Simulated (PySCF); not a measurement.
Löwdin shares of the frontier orbitals

CH₇NOSi₂.
Z-matrix (Å and degrees, GFN2-xTB geometry), rows numbered from 1:
```
N 
C   1  1.3498
O   2  1.2195  1  121.46
Si  2  1.9215  1  118.48  3   179.81
Si  4  2.3055  2  105.72  1   176.52
H   1  1.0035  2  121.36  3  -179.75
H   1  1.0098  2  119.94  3    -0.26
H   4  1.4735  2  105.16  1   -58.18
H   4  1.4741  2  105.44  1    50.66
H   5  1.4703  4  109.87  2  -174.76
H   5  1.4629  4  112.52  2   -56.16
H   5  1.4638  4  112.51  2    66.85
```

Method used: PySCF 2.14.0, density-fitted response routines, TDDFT CAM-B3LYP/def2-SVPD, vertical, gas phase, core orbitals frozen in the response.

Kohn–Sham orbitals with the atoms that hold most of them (Löwdin shares over 4%, at most four atoms; ? is withheld):

| orbital | ε (eV) | atoms |
| --- | --- | --- |
| HOMO-3 | -11.01 | Si5 23%, Si4 22%, H12 15%, H9 12% |
| HOMO-2 | -10.15 | Si5 34%, Si4 33%, H10 6%, H8 5% |
| HOMO-1 | -9.53 | ? |
| HOMO | -8.55 | O3 60%, C2 16%, Si4 12%, N1 7% |
| LUMO | 0.66 | ? |
| LUMO+1 | 0.69 | Si4 27%, Si5 14%, H8 13%, C2 10% |
| LUMO+2 | 1.08 | Si4 32%, Si5 27%, C2 6%, H9 6% |

(1) Which atoms hold the HOMO-1, and with what shares?

(2) Which atoms hold the LUMO, and with what shares?

(3) How does S1 compare with the orbital gap of 9.21 eV?

Answers

(1) N1 (bonded to C and 2 H) 46%; O3 (bonded to C) 34%; C2 (bonded to N, O and Si) 11%.

(2) Si4 (bonded to C, Si and 2 H) 24%; C2 (bonded to N, O and Si) 18%; O3 (bonded to C) 14%; H9 (bonded to Si) 11%.

(3) S1 is at 4.81 eV (f = 0.0014), 4.40 eV below the gap, made of HOMO→LUMO (62%), HOMO→LUMO+1 (19%), HOMO→LUMO+4 (12%). Without the coupling terms of the response equations the lowest excitation would equal the gap.

Next come S2 at 6.32 eV (f 0.0029), HOMO→LUMO+1 (68%), HOMO→LUMO (21%); S3 at 6.86 eV (f 0.041), HOMO-1→LUMO (31%), HOMO→LUMO+3 (25%), HOMO→LUMO+4 (9%); S4 at 6.90 eV (f 0.0007), HOMO→LUMO+4 (56%), HOMO→LUMO+3 (17%), HOMO→LUMO (13%); S5 at 7.01 eV (f 0.060), HOMO→LUMO+2 (76%).

Löwdin shares depend on the basis, the more so with diffuse functions.

One conformer stands for the species.
